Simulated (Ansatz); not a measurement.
Start from `[NH2][AlH][Br]` and change one atom or group to get `[SiH3][AlH][Br]`.

Ansatz, PBE0-D4/def2-TZVP geometries, multiplicity 1. Each molecule was computed in one conformer, which needn't be the lowest.

Scalar relativity is left out up to krypton.

```json
{"property": "size of the dipole moment (PBE/def2-TZVPP) / D", "`[NH2][AlH][Br]`": "2.20"}
{"property": "HOMO energy (PBE0/def2-TZVPP) / eV", "`[NH2][AlH][Br]`": "-7.80"}
{"property": "HOMO energy (PBE/def2-TZVPP) / eV", "`[NH2][AlH][Br]`": "-6.43"}
{"property": "LUMO energy (B3LYP/def2-TZVPP) / eV", "`[NH2][AlH][Br]`": "-0.79"}
{"property": "HOMO energy (ωB97M-V/def2-TZVPP) / eV", "`[NH2][AlH][Br]`": "-10.16"}
{"property": "size of the dipole moment (ωB97M-V/def2-TZVPP) / D", "`[NH2][AlH][Br]`": "2.23"}
```

(1) What does the change do to each property? (An estimate is asked.)

Results:

(1) The calculation gave: 
```json
{"property": "size of the dipole moment (PBE/def2-TZVPP) / D", "`[SiH3][AlH][Br]`": "1.12", "shift": "-1.08"}
{"property": "HOMO energy (PBE0/def2-TZVPP) / eV", "`[SiH3][AlH][Br]`": "-7.71", "shift": "0.09"}
{"property": "HOMO energy (PBE/def2-TZVPP) / eV", "`[SiH3][AlH][Br]`": "-6.60", "shift": "-0.17"}
{"property": "LUMO energy (B3LYP/def2-TZVPP) / eV", "`[SiH3][AlH][Br]`": "-2.26", "shift": "-1.47"}
{"property": "HOMO energy (ωB97M-V/def2-TZVPP) / eV", "`[SiH3][AlH][Br]`": "-9.72", "shift": "0.44"}
{"property": "size of the dipole moment (ωB97M-V/def2-TZVPP) / D", "`[SiH3][AlH][Br]`": "1.27", "shift": "-0.96"}
```

With PBE0 the HOMO rises by 0.09 eV and the LUMO falls by 1.49 eV, so the gap narrows by about 1.58 eV. PBE moves the HOMO by -0.17 eV and ωB97M-V by 0.44 eV. Dipoles are sizes alone; their direction can turn.

B3LYP here is the variant with VWN-RPA as its local correlation; programs differ in this.

Spin–orbit coupling is left out; it splits and shifts lone-pair levels of the heavy atoms by tenths of an eV.
